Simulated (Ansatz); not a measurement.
Ansatz (a quantum-chemistry and plane-wave program) job for C₂H₁₀N₂OSi, SMILES N[C@H](C)[Si@H](N)O, CAM-B3LYP/def2-SVPD. Geometry optimised at r2SCAN-D4/def2-SVP. The structure was generated by enumeration; whether it is a known compound was not checked. Other conformers were not sampled.

Ansatz 0.2 input:
```yaml
crystal:
  periodic: [false, false, false]
  atoms:
    - {symbol: C, position_ang: [-1.44199066, -1.51354107, -0.65629972]}
    - {symbol: C, position_ang: [-1.08648226, -0.08041002, -0.26842572]}
    - {symbol: N, position_ang: [-1.51405273, 0.32222179, 1.08855875]}
    - {symbol: Si, position_ang: [0.76131339, 0.38877479, -0.42469468]}
    - {symbol: N, position_ang: [1.77865802, -0.96225936, -0.05620306]}
    - {symbol: O, position_ang: [0.86383743, 1.69379520, 0.60969597]}
    - {symbol: H, position_ang: [-1.14052997, -1.73456940, -1.69385409]}
    - {symbol: H, position_ang: [-2.52772471, -1.70140851, -0.57406706]}
    - {symbol: H, position_ang: [-0.91678011, -2.23991534, -0.01318516]}
    - {symbol: H, position_ang: [-1.59930638, 0.61304981, -0.96381502]}
    - {symbol: H, position_ang: [-1.20574422, -0.37727688, 1.76815958]}
    - {symbol: H, position_ang: [-2.53401684, 0.33112360, 1.15543447]}
    - {symbol: H, position_ang: [1.13877140, 0.77565879, -1.81324815]}
    - {symbol: H, position_ang: [2.70813491, -0.99294779, -0.46505446]}
    - {symbol: H, position_ang: [1.81218888, -1.33285104, 0.88990335]}
    - {symbol: H, position_ang: [0.01452068, 1.70989788, 1.09974735]}
basis:
  gaussian:
    orbitals: def2-SVPD
hamiltonian:
  xc: {name: CAM-B3LYP}
```

Log of the run:

```
WARN ansatz: RAYON_NUM_THREADS=2 ignored (pool sized by the plan → 2); use --threads N
Functional definition: CAM-B3LYP
integrals: 0.20 GiB planned
1750 factors; their error is unknown
integrals: 0.23 GiB planned
744 factors; integrals over basis functions are off by at most 1.1e-5 eV
mean field: 1.93 GiB planned
mean field evaluation 1: about -15121.8410 eV, gradient 7.8e1 eV
mean field evaluation 2: about -15117.9047 eV, gradient 9.0e1 eV
mean field evaluation 4: about -15133.5826 eV, gradient 3.6e0 eV
mean field evaluation 8: about -15133.6076 eV, gradient 5.1e-2 eV
mean field evaluation 16: about -15133.6142 eV, gradient 1.2e-4 eV
mean field -15133.61424671 eV, -556.1500656343 hartree, gradient 2.3e-5 eV, S^2 0.000000; 0 other end points of the search recorded, 0 dependent functions left out
reference -15133.61439934 eV, -556.1500712435 hartree; 29, 29 occupied and 178, 178 virtual orbitals, 1750 factors
Total energy: -15133.61439934 eV, -556.1500712435 hartree
```

The calculation finished and met its thresholds.
